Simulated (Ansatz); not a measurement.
The cluster SnCl2, relaxed as a singlet with RKS r2SCAN-D4/def2-TZVP in Ansatz, starting from the GFN2-xTB geometry. Force threshold 0.02 eV/Å.

In the def2 sets Sn takes a core potential; there is no spin–orbit coupling. The structure comes from a short search, and lower isomers may exist.

Start:

```xyz
3

Sn   -0.099    0.898   -0.481
Cl    0.690   -1.196   -1.286
Cl   -0.592    0.298    1.767
```

(1) Estimate the energy that the relaxation releases and the steps that it takes.

(2) Does the start keep its bonding and symmetry?

(3) Predict the relaxed structure.

Answers

(1) 0.2 kJ/mol, in 3 steps; 3.1 s on 4 threads of Arm Neoverse V2 on a shared host. No frequencies were taken in this run, so the end may be a saddle point.

(2) By distances, no bond broke or formed. The bond that changes most is Sn1–Cl2, from 2.38 to 2.37 Å (atoms count from 1). Point group C2v at the start, C2v at the end, both within 0.05 Å.

(3) 
Cartesian coordinates in Å:
```
Sn -0.100 0.906 -0.485
Cl 0.682 -1.189 -1.262
Cl -0.582 0.283 1.747
```
Bond lengths: 2 × Cl–Sn 2.37 Å.
